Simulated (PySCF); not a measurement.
GaP, triplet, geometry from GFN2-xTB (such geometries of metal compounds can be far from the true shape); B3LYP/6-311G** in PySCF.

Here is a job for PySCF.
```python
from pyscf import gto, scf, dft

mol = gto.Mole()
mol.atom = '''
    Ga   -0.000000   -0.000000   -0.746695
    P     0.000000    0.000000    1.543169
'''
mol.basis = '6-311g**'
mol.charge = 0
mol.spin = 2
mol.verbose = 3
mol.build()

mf = dft.UKS(mol)
mf.xc = 'b3lyp'
mf.kernel()
mf.analyze()
```

It wrote (shortened):

```
converged SCF energy = -2266.1774908523  <S^2> = 2.0094851  2S+1 = 3.0063167
**** MO energy ****
                             alpha | beta                alpha | beta
MO #1   energy= -372.569217297788  | -372.568487226935  occ= 1 | 1
MO #2   energy= -77.0558794020596  | -77.0488341435654  occ= 1 | 1
MO #3   energy= -45.9434294280472  | -45.9430288079307  occ= 1 | 1
MO #4   energy= -40.6963569540214  | -40.6958859985763  occ= 1 | 1
MO #5   energy= -40.6952575852306  | -40.6951451384903  occ= 1 | 1
MO #6   energy= -40.6952072378324  | -40.6938126316355  occ= 1 | 1
MO #7   energy= -6.54953528902922  | -6.54292561908983  occ= 1 | 1
MO #8   energy= -5.52069227142135  | -5.51943386632502  occ= 1 | 1
MO #9   energy= -4.71559563154441  | -4.70199726490298  occ= 1 | 1
MO #10  energy= -4.71402964903921  | -4.70124763375301  occ= 1 | 1
MO #11  energy= -4.70388331708853  | -4.69926490022762  occ= 1 | 1
MO #12  energy= -3.80565702466118  | -3.80447562087949  occ= 1 | 1
MO #13  energy= -3.80242062648425  | -3.80186847717677  occ= 1 | 1
MO #14  energy= -3.80222369002126  | -3.79979372738292  occ= 1 | 1
MO #15  energy= -0.855466402323854 | -0.852514507982522 occ= 1 | 1
MO #16  energy= -0.853094674517975 | -0.851479485800763 occ= 1 | 1
MO #17  energy= -0.852311457632866 | -0.850254106998467 occ= 1 | 1
MO #18  energy= -0.851567931423285 | -0.849727511525993 occ= 1 | 1
MO #19  energy= -0.849920164096593 | -0.848206915279282 occ= 1 | 1
MO #20  energy= -0.588096153788468 | -0.531396579778003 occ= 1 | 1
MO #21  energy= -0.382077426573303 | -0.345131073853506 occ= 1 | 1
MO #22  energy= -0.251104911618693 | -0.203538676878736 occ= 1 | 1
MO #23  energy= -0.242003839164407 | -0.149365895469355 occ= 1 | 0
MO #24  energy= -0.220917711929128 | -0.144067216795333 occ= 1 | 0
MO #25  energy= -0.0755165710101576 | -0.0560086845498274 occ= 0 | 0
MO #26  energy= -0.0645093726477614 | -0.0487354760642594 occ= 0 | 0
MO #27  energy= 0.0103683702998595 | 0.0231244149617555 occ= 0 | 0
MO #28  energy= 0.0861758177620012 | 0.0909774967312792 occ= 0 | 0
MO #29  energy= 0.0904487455776452 | 0.0913129234598052 occ= 0 | 0
MO #30  energy= 0.103686848246368  | 0.120835044428146  occ= 0 | 0
MO #31  energy= 0.127739687442825  | 0.135918922196387  occ= 0 | 0
MO #32  energy= 0.163539736974565  | 0.19045917509948   occ= 0 | 0

To work with the spin densities directly, `use mulliken_meta_spin()` only printing them here.

 ** Mulliken spin pop alpha/beta on meta-lowdin orthogonal AOs **
 ** Mulliken Spin Density (per atom)  **
spin density of  0 Ga =      0.54548
spin density of  1 P =      1.45452
 ** Mulliken pop alpha/beta on meta-lowdin orthogonal AOs **
 ** Mulliken atomic charges   ( Nelec_alpha | Nelec_beta ) **
charge of  0Ga =      0.18356  (    15.68096     15.13548 )
charge of  1P =     -0.18356  (     8.31904      6.86452 )
Dipole moment(X, Y, Z, Debye): -0.00000,  0.00000, -2.53078
```
